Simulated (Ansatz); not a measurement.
Molecule: AgCl (charge 0, triplet). The spin state was set by rule; other spins were not relaxed. 
Geometry from a B3LYP-D3(BJ)/def2-TZVP (Ansatz, a quantum-chemistry and plane-wave program) optimisation:
```
Ag
Cl 1 2.5264
```
Charge 0, spin multiplicity 3.

Total electronic energies in hartree. Correlated levels leave the core frozen unless marked. UHF or UKS for open shells. No spin-orbit coupling. Frozen are the shells of the preceding noble gas and the d and f shells that filled before the atom's block. Past Kr the def2 sets carry scalar-relativistic core potentials. Basis-set limits of correlation are two-point, X^-3; Hartree-Fock from the larger set.

```json
[
 {"level": "revPBE-D3(BJ)/def2-TZVPD", "program": "Ansatz + dftd3", "energy (Eh)": "-607.11401"},
 {"level": "B2PLYP-D3(BJ)/def2-TZVPD", "program": "Ansatz + dftd3", "energy (Eh)": "-606.79189"},
 {"level": "PBE-QIDH/def2-TZVPD", "program": "Ansatz", "energy (Eh)": "-606.68273"},
 {"level": "RI-MP2/CBS(def2-TZVPP,def2-QZVPP)", "program": "Ansatz", "energy (Eh)": "-606.2372"},
 {"level": "RI-MP2/CBS(def2-TZVPPD,def2-QZVPPD)", "program": "Ansatz", "energy (Eh)": "-606.2365"},
 {"level": "SCS-MP2/def2-QZVPP", "program": "Ansatz", "energy (Eh)": "-606.14767"},
 {"level": "CCSD/def2-TZVPP", "program": "Ansatz", "energy (Eh)": "-606.12236"},
 {"level": "CCSD(T)/def2-SVPD", "program": "Ansatz", "energy (Eh)": "-605.77193"},
 {"level": "CCSD(T)/CBS(def2-TZVPPD,def2-QZVPPD)", "program": "Ansatz", "energy (Eh)": "-606.2495"}
]
```

Totals of different functionals don't rank their quality; only differences between species are comparable.
